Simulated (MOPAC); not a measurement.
Job for MOPAC: PM6 on ClGeH3 (SMILES [Cl][GeH3]), a point of a bond scan (R = 2.392 Å).

```
PM6 1SCF PRECISE CHARGE=0 THREADS=1
ClGeH3

Ge    -0.68437382 1     0.03163627 1     0.00355747 1
Cl     1.70542729 1    -0.07883608 1    -0.00886504 1
H     -1.06958507 1     1.46669244 1    -0.37372973 1
H     -1.14315274 1    -0.32666519 1     1.42174700 1
H     -1.18623477 1    -0.98290436 1    -1.03034895 1
```

The log:

```
*******************************************************************************
 **                                                                           **
 **                              MOPAC v23.2.5                                **
 **                                                                           **
 *******************************************************************************
 ** MOPAC's Digital Object Identifier: https://doi.org/10.5281/zenodo.6511958 **
 **                                                                           **
 ** Please cite the open-source release paper for use of this MOPAC version:  **
 ** J. E. Moussa and J. J. P. Stewart (2026)                                  **
 ** MOPAC: An open-source semiempirical molecular orbital program             **
 ** J. Open Source Softw., 11(119), 8025, https://doi.org/10.21105/joss.08025 **
 *******************************************************************************

                              PM6 CALCULATION RESULTS

 *******************************************************************************
 *  PM6        - The PM6 Hamiltonian to be used
 *
 *
 *
 *                 CHARGE ON SYSTEM = 0
 *
 *
 *
 *  PRECISE    - TIGHTER CRITERIA TO BE USED
 *  1SCF       - DO 1 SCF AND THEN STOP
 *  THREADS=1  - MULTI-THREADING NOT USED
 *  T=         - A TIME OF 172800.0 SECONDS REQUESTED
 *  DUMP=N     - RESTART FILE WRITTEN EVERY 7200.0 SECONDS REQUESTED
 *******************************************************************************
PM6 1SCF PRECISE CHARGE=0 THREADS=1
 ClGeH3

   ATOM   CHEMICAL          X               Y               Z
  NUMBER   SYMBOL      (ANGSTROMS)     (ANGSTROMS)     (ANGSTROMS)

     1      Ge         -0.68437382  *   0.03163627  *   0.00355747  *
     2      Cl          1.70542729  *  -0.07883608  *  -0.00886504  *
     3       H         -1.06958507  *   1.46669244  *  -0.37372973  *
     4       H         -1.14315274  *  -0.32666519  *   1.42174700  *
     5       H         -1.18623477  *  -0.98290436  *  -1.03034895  *



          CARTESIAN COORDINATES

    NO.       ATOM           X           Y           Z

     1        Ge         -0.6844      0.0316      0.0036
     2        Cl          1.7054     -0.0788     -0.0089
     3         H         -1.0696      1.4667     -0.3737
     4         H         -1.1432     -0.3267      1.4217
     5         H         -1.1862     -0.9829     -1.0303

 General Reference for PM6:
 "Optimization of Parameters for Semiempirical Methods V: Modification of NDDO Approximations
 and Application to 70 Elements", J. J. P. Stewart, J. Mol. Mod., 13, 1173-1213 (2007)
 URL: https://link.springer.com/article/10.1007/s00894-007-0233-4

           Empirical Formula: H3 Ge Cl  =     5 atoms



      MOLECULAR POINT GROUP   :   C3v


      RHF CALCULATION, NO. OF DOUBLY OCCUPIED LEVELS = 7


 -------------------------------------------------------------------------------
 PM6 1SCF PRECISE CHARGE=0 THREADS=1
 ClGeH3



     1SCF WAS SPECIFIED, SO BFGS WAS NOT USED
     SCF FIELD WAS ACHIEVED


                              PM6 CALCULATION
                                                       MOPAC v23.2.5 Linux




          FINAL HEAT OF FORMATION =         -9.11721 KCAL/MOL =     -38.14640 KJ/MOL


          COSMO AREA              =        101.30 SQUARE ANGSTROMS
          COSMO VOLUME            =         88.12 CUBIC ANGSTROMS

          IONIZATION POTENTIAL    =         10.672564 EV
          HOMO LUMO ENERGIES (EV) =        -10.673 -1.314
          NO. OF FILLED LEVELS    =          7
          MOLECULAR WEIGHT        =        111.0667         POINT GROUP:  C3v

          MOLECULAR DIMENSIONS (Angstroms)

            Atom       Atom       Distance
            H     5   Cl     2     3.19726
            H     4    H     3     2.53876
           Cl     2    H     3     1.95398


          SCF CALCULATIONS        =          1





   ATOM   CHEMICAL          X               Y               Z
  NUMBER   SYMBOL      (ANGSTROMS)     (ANGSTROMS)     (ANGSTROMS)

     1      Ge         -0.68437382  *   0.03163627  *   0.00355747  *
     2      Cl          1.70542729  *  -0.07883608  *  -0.00886504  *
     3       H         -1.06958507  *   1.46669244  *  -0.37372973  *
     4       H         -1.14315274  *  -0.32666519  *   1.42174700  *
     5       H         -1.18623477  *  -0.98290436  *  -1.03034895  *

                             CARTESIAN COORDINATES

   1   Ge       -0.684373820     0.031636270     0.003557470
   2   Cl        1.705427290    -0.078836080    -0.008865040
   3    H       -1.069585070     1.466692440    -0.373729730
   4    H       -1.143152740    -0.326665190     1.421747000
   5    H       -1.186234770    -0.982904360    -1.030348950


           Empirical Formula: H3 Ge Cl  =     5 atoms



      MOLECULAR POINT GROUP   :   C3v


                  EIGENVALUES
 -25.69993 -19.33318 -12.81667 -12.81667 -12.52060 -10.67256 -10.67256  -1.31396
   2.01335   2.01335   2.47096  91.41972  91.53232  91.53232  92.08690  92.08690


              NET ATOMIC CHARGES AND DIPOLE CONTRIBUTIONS

  ATOM NO.   TYPE          CHARGE      No. of ELECS.   s-Pop       p-Pop       d-Pop
    1         Ge           0.071773        3.9282     1.22579     2.70243
    2         Cl          -0.330033        7.3300     1.99779     5.33012     0.00212
    3          H           0.086087        0.9139     0.91391
    4          H           0.086087        0.9139     0.91391
    5          H           0.086087        0.9139     0.91391
 DIPOLE           X         Y         Z       TOTAL
 POINT-CHG.    -4.345     0.201     0.023     4.350
 HYBRID         0.513    -0.024    -0.003     0.514
 SUM           -3.832     0.177     0.020     3.836


          ATOMIC ORBITAL ELECTRON POPULATIONS

     Atom    s        px        py        pz      x^2-y^2     xz        z^2       yz        xy
    1 Ge   1.22579   0.65977   1.02095   1.02171
    2 Cl   1.99779   1.34389   1.99243   1.99380   0.00120   0.00026   0.00040   0.00000   0.00027
    3  H   0.91391
    4  H   0.91391
    5  H   0.91391

 **********************
 *                    *
 * JOB ENDED NORMALLY *
 *                    *
 **********************




 == MOPAC DONE ==
```

The run finished.

Cost: very roughly 0.04 core-seconds.
